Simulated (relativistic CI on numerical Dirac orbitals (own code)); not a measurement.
## Radial parameters of Ag VII

Calculated at this level of theory: Dirac-Coulomb-Breit CI, KLI orbitals optimised for each configuration, model QED, unscaled Slater integrals (own radial code, finite nucleus).

Slater integrals F^k, G^k are unscaled and averaged over j, outside the closed core [Ar] 3d10; ζ comes from projecting the Hamiltonian with its Breit term on Σ l·s of the shell.

- 4s2 4p6 4d5: F^2(4d,4d) = 90540, F^4(4d,4d) = 60325, ζ(4d) = 2425.2 cm⁻¹; <r>(4d) = 1.122, <r^2>(4d) = 1.453 (bohr units).
- 4s2 4p6 4d4 5s: F^2(4d,4d) = 91963, F^4(4d,4d) = 61350, ζ(4d) = 2547, G^2(4d,5s) = 17800 cm⁻¹; <r>(4d) = 1.105, <r^2>(4d) = 1.409, <r>(5s) = 1.952, <r^2>(5s) = 4.245 (bohr units).
- 4s2 4p6 4d4 4f: F^2(4d,4d) = 91390, F^4(4d,4d) = 60927, ζ(4d) = 2521.3, F^2(4d,4f) = 62812, F^4(4d,4f) = 39129, G^1(4d,4f) = 73840, G^3(4d,4f) = 44949, G^5(4d,4f) = 31421, ζ(4f) = -39.499 cm⁻¹; <r>(4d) = 1.111, <r^2>(4d) = 1.426, <r>(4f) = 1.72, <r^2>(4f) = 3.526 (bohr units).

Task: Give the Racah parameters of the d shell in 4s2 4p6 4d5.

Result: B = F²/49 − 5F⁴/441 = 1164 cm⁻¹ and C = 35F⁴/441 = 4788 cm⁻¹.

In this model ζ of a weakly bound d, f or g electron outside closed shells comes out too small, for d by up to a factor of two or three and at times with the wrong sign; that of an outer p electron is too small as well.

Averages of the first 10 configurations, taken without configuration mixing, which lowers the lowest level and can move excited configurations by several eV; other configurations of the list can lie among them:

| Configuration | Parity | States | Average energy above the lowest level (eV) |
| --- | --- | --- | --- |
| 4s2 4p6 4d5 | even | 252 | 7.5 |
| 4s2 4p6 4d4 5s | even | 420 | 36.3 |
| 4s2 4p6 4d4 4f | odd | 2940 | 61.5 |
| 4s2 4p5 4d6 | odd | 1260 | 68.5 |
| 4s2 4p6 4d4 5p | odd | 1260 | 47.4 |
| 4s2 4p6 4d4 6s | even | 420 | 70.0 |
| 4s 4p6 4d6 | even | 420 | 111.6 |
| 4s2 4p6 4d4 6p | odd | 1260 | 74.7 |
| 4s2 4p6 4d4 5f | odd | 2940 | 79.9 |
| 4s2 4p6 4d3 5s 5p | odd | 1440 | 78.9 |
